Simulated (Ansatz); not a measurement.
Reactions of Cl$_{2}$H$_{4}$N$_{2}$Zr, SMILES `[NH2][Zr]([NH2])([Cl])[Cl]`.

Program: Ansatz. Geometries: PBE0-D4/def2-TZVP. ΔE: electronic, gas phase. CCSD(T)/CBS adds triple-zeta CCSD(T) − MP2 to the extrapolated MP2 energy (def2 sets, frozen cores). DFT in def2-TZVPP. B3LYP here is the variant with VWN-RPA as its local correlation; programs differ in this. Elements past krypton have def2 core potentials. For Br, Ge, Nb, Ti, Zr outer-core shells are correlated without core-valence functions, which leaves a few kJ/mol of doubt a bond. Scalar relativity is left out up to krypton. Each species was taken in one conformer, which may not be the lowest.

| reaction | ωB97M-V (eV) | CCSD/CBS(def2) (eV) | HF/CBS(def2) (eV) | B3LYP-D4 (eV) | CCSD(T)/CBS(def2) (eV) |
| --- | --- | --- | --- | --- | --- |
| `[NH2][Zr]([NH2])([Cl])[Cl]` + `[O]=[Nb]([OH])([F])[Cl]` → `[NH2][Zr]([Cl])([Cl])[Cl]` + `[NH2][Nb](=[O])([OH])[F]` | -0.25 | -0.27 | -0.28 | -0.25 | -0.26 |
| `[NH2][Zr]([NH2])([Cl])[Cl]` + `[OH][GeH2][F]` → `[NH2][Zr]([F])([Cl])[Cl]` + `[NH2][GeH2][OH]` | -0.47 | -0.46 | -0.42 | -0.44 | -0.46 |
| `[NH2][Zr]([NH2])([Cl])[Cl]` + `NCC[SiH2]F` → `[NH2][Zr]([F])([Cl])[Cl]` + `NCC[SiH2]N` | -0.23 | -0.15 | -0.16 | -0.21 | -0.16 |
| `[NH2][Zr]([NH2])([Cl])[Cl]` + `[NH2][Ti]([NH2])([NH2])[Cl]` → `[NH2][Zr]([Cl])([Cl])[Cl]` + `[NH2][Ti]([NH2])([NH2])[NH2]` | 0.19 | 0.15 | 0.13 | 0.20 | 0.18 |
| `[NH2][Zr]([NH2])([Cl])[Cl]` + `CO[SiH](O)Br` → `[NH2][Zr]([OH])([Cl])[Cl]` + `CO[SiH](N)Br` | -0.27 | -0.24 | -0.25 | -0.24 | -0.24 |
| `[NH2][Zr]([NH2])([Cl])[Cl]` + `OB([SiH3])CF` → `[NH2][Zr]([OH])([Cl])[Cl]` + `NB([SiH3])CF` | -0.86 | -0.84 | -0.81 | -0.85 | -0.85 |
| `[NH2][Zr]([NH2])([Cl])[Cl]` + `[CH3][Ge]([F])([F])[Br]` → `[CH3][Zr]([NH2])([NH2])[Cl]` + `[F][Ge]([F])([Cl])[Br]` | 1.71 | 1.75 | 1.78 | 1.72 | 1.75 |

Largest T1 diagnostic: 0.025, for `[NH2][Ti]([NH2])([NH2])[Cl]`.
